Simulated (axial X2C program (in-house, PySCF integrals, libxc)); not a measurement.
SmOH⁺: the levels of the configuration f5 s1

Computed with an axial X2C code built on PySCF integrals: two-component X2C with atomic mean-field Coulomb and Gaunt terms, basis Sm dyall-v3z, O dyall-v3z, H dyall-v3z (cores contracted in-house). Orbitals come from Hartree–Fock averaged over the configuration Sm f5 s1; CI then distributes these electrons over the f, s shells of Sm.

Sm–O–H held linear, bonds 1.957 and 0.950 Å (the second held) (near the minimum of the configuration average).

Active spinors (ω > 0):

```csv
shell,ω,ε (eV),character
f,5/2,-7.09,100% Sm f
f,3/2,-6.99,100% Sm f
f,1/2,-6.89,99% Sm f
f,7/2,-6.64,100% Sm f
f,5/2,-6.56,100% Sm f
f,3/2,-6.48,99% Sm f
f,1/2,-6.43,99% Sm f
s,1/2,-7.69,"76% Sm s, 15% Sm d, 6% Sm p"
```

Lowest levels of this model:

| Ω | energy (cm⁻¹) | g∥ | configuration |
| --- | --- | --- | --- |
| 0 | 0 | 0.00 | 100% f5 s1 |
| 1 | 116 | 1.85 | 100% f5 s1 |
| 2 | 487 | 4.21 | 100% f5 s1 |
| 0 | 740 | 0.00 | 100% f5 s1 |
| 1 | 870 | 1.52 | 100% f5 s1 |
| 3 | 1141 | 7.14 | 100% f5 s1 |
| 2 | 1288 | 3.05 | 100% f5 s1 |
| 0 | 1639 | 0.00 | 100% f5 s1 |
| 1 | 1733 | 1.53 | 100% f5 s1 |
| 2 | 2031 | 2.63 | 100% f5 s1 |
| 4 | 2071 | 10.24 | 100% f5 s1 |
| 3 | 2129 | 6.55 | 100% f5 s1 |
| 0 | 2669 | 0.00 | 100% f5 s1 |
| 1 | 2733 | 1.91 | 100% f5 s1 |
| 0 | 2781 | 0.00 | 100% f5 s1 |
| 2 | 2917 | 3.71 | 100% f5 s1 |
| 3 | 3118 | 6.42 | 100% f5 s1 |
| 4 | 3230 | 9.85 | 100% f5 s1 |
| 5 | 3253 | 13.35 | 100% f5 s1 |
| 0 | 3837 | 0.00 | 100% f5 s1 |
| 3 | 4002 | 5.64 | 100% f5 s1 |
| 0 | 4171 | 0.00 | 100% f5 s1 |
| 4 | 4387 | 9.72 | 100% f5 s1 |
| 5 | 4545 | 12.97 | 100% f5 s1 |
| 6 | 4662 | 16.37 | 100% f5 s1 |
| 0 | 5114 | 0.00 | 100% f5 s1 |
| 4 | 5306 | 9.03 | 100% f5 s1 |
| 5 | 5812 | 12.78 | 100% f5 s1 |
| 6 | 6048 | 15.93 | 100% f5 s1 |
| 7 | 6285 | 19.25 | 100% f5 s1 |

g∥ is the magnitude of 2⟨Lz + ge Sz⟩ for the +Ω component.

This point took 2.4 s on 1 thread of AMD EPYC 7R43 64-Core Processor (Zen 3), on a shared host.

Dynamic correlation is missing, so gaps between terms are too wide and other configurations may lie lower; the lowest level listed is that of this model, not necessarily the ground state. At most 4 roots were kept for each Ω > 0 (twice that for Ω = 0) within 2.2 eV of the lowest, so higher up levels can be missing between those listed; levels with Ω > 0 are doubly degenerate and listed once, Ω = 0 levels singly. The molecule was held linear; bending was not examined.
